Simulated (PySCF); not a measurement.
Structure problem from calculated spectra and properties.

Formula: C6H15NSi.

- Valence photoelectron: vertical ionisation energy: 8.58 eV [ΔSCF CAM-B3LYP/def2-SVPD]
- UV, strongest line: among the 10 lowest singlet transitions: S8 at 7.78 eV (159 nm, f = 0.068) [TDDFT CAM-B3LYP/def2-SVPD]
- Rotational structure: rotational constants A, B, C: 2.847, 1.200, 0.895 GHz [PBE0-D3(BJ)/def2-SVP]
- UV, first state: lowest singlet excitation: 5.86 eV (212 nm, f = 0.002) [TDDFT CAM-B3LYP/def2-SVPD]
- Polarisability: 103.8 au [CAM-B3LYP/def2-SVPD]
- 1H NMR: chemical shifts (computed TMS as zero) by class: 4.90 (1 H), 4.74 (1 H), 3.21 (1 H), 3.03 (1 H), 1.92 (1 H), 1.38 (1 H), 1.34 (1 H), 1.00 (3 H), 0.94 (3 H), 0.68 (1 H), -0.13 (1 H) ppm [GIAO PBE0/pcSseg-1]
- Dipole: 0.87 D [CAM-B3LYP/def2-SVPD]
- XPS: Si2p3/2 106.3, C1s 289.7, C1s 290.3, C1s 290.3, C1s 290.4, C1s 290.4, C1s 291.3, N1s 404.0, Si1s 1846.1 eV [ΔSCF SCAN, pcX-2 on the ionised atom, pcseg-1 elsewhere, spin-free X2C, 2p3/2 from a spin–orbit splitting computed afterwards within the 2p shell]
- 13C NMR: chemical shifts (computed TMS as zero) by class: 49.0 (1 C), 34.8 (1 C), 34.3 (1 C), 33.6 (1 C), 27.2 (1 C), 24.3 (1 C) ppm [GIAO PBE0/pcSseg-1]
- Triplet: lowest triplet excitation (Tamm–Dancoff): 5.59 eV [TDA CAM-B3LYP/def2-SVPD]

Electronic properties: PySCF, gas phase, density fitting. Levels stand in brackets. One conformer (not necessarily the lowest) at the PBE0-D3(BJ)/def2-SVP geometry, without solvent, vibrations or thermal averaging. Each NMR value is the plain mean over a class of atoms that symmetry, rotation or inversion makes alike.

**Question.** What is the compound? Reason from the data.

**Answer.** Numbering: `[CH3:1][CH:2]([CH3:3])[C@@H:4]1[CH2:5][CH2:6][NH:7][SiH2:8]1`. Its formula, C6H15NSi, gives 1 degree of unsaturation: 1 ring and 0 π bonds in the structure found. 6 carbons fall into 6 classes; from least to most shielded: ring sp3 carbon bound to nitrogen [C6] (49.0 ppm), ring CH2 carbon [C5] (34.8 ppm), ring sp3 carbon bound to silicon [C4] (34.3 ppm), sp3 CH carbon [C2] (33.6 ppm), methyl carbon [C3] (27.2 ppm), methyl carbon [C1] (24.3 ppm). Hydrogen classes from least to most shielded: 1 H on an SiH2 silicon, Si8 (4.90 ppm), 1 H on an SiH2 silicon, Si8 (4.74 ppm), 1 H on an sp3 carbon bound to nitrogen, C6 (3.21 ppm), 1 H on an sp3 carbon bound to nitrogen, C6 (3.03 ppm), 1 H on a ring CH2 carbon, C5 (1.92 ppm), 1 H on an sp3 CH carbon, C2 (1.38 ppm), 1 H on a ring CH2 carbon, C5 (1.34 ppm), 3 H on a methyl carbon, C1 (1.00 ppm, a mean of values up to 0.9 ppm apart in this geometry), 3 H on a methyl carbon, C3 (0.94 ppm), 1 H on an sp3 carbon bound to silicon, C4 (0.68 ppm), 1 H on a silicon-bound nitrogen, N7 (-0.13 ppm). The core levels belong to: Si2p3/2 106.3 eV, SiH2 silicon [Si8]; C1s 289.7 eV, sp3 carbon bound to silicon [C4]; C1s 290.3 eV, methyl carbon [C1]; C1s 290.3 eV, methyl carbon [C3]; C1s 290.4 eV, ring CH2 carbon [C5]; C1s 290.4 eV, sp3 CH carbon [C2]; C1s 291.3 eV, sp3 carbon bound to nitrogen [C6]; N1s 404.0 eV, silicon-bound nitrogen [N7]; Si1s 1846.1 eV, SiH2 silicon [Si8]. The first electron is taken from the HOMO, whose largest Löwdin shares are 0.54 on the silicon-bound nitrogen, 0.12 on the sp3 carbon bound to nitrogen, 0.10 on the SiH2 silicon and 0.06 on a methylene hydrogen. The optimised geometry has point group C1 and is an asymmetric top. Structure: `N1[SiH2][C@H](C(C)C)CC1`. Computed isomers that give other values at the same levels: `C/N=C\[SiH2]C(C)(C)C` (core binding energies: Si2p3/2 106.2, C1s 290.2, C1s 290.5 (×3), C1s 290.9, C1s 291.3, N1s 404.5, Si1s 1845.9 eV); `CC(C)[C@@H]1CN[SiH2]C1` (rotational constant A: 3.321 GHz; this holds for the one conformer computed); `CCC[C@H]1CN[SiH2]C1` (rotational constant A: 4.730 GHz; this holds for the one conformer computed). The assignments are read from this structure; whether some other isomer fits the data as well wasn't checked. The mirror image fits equally.
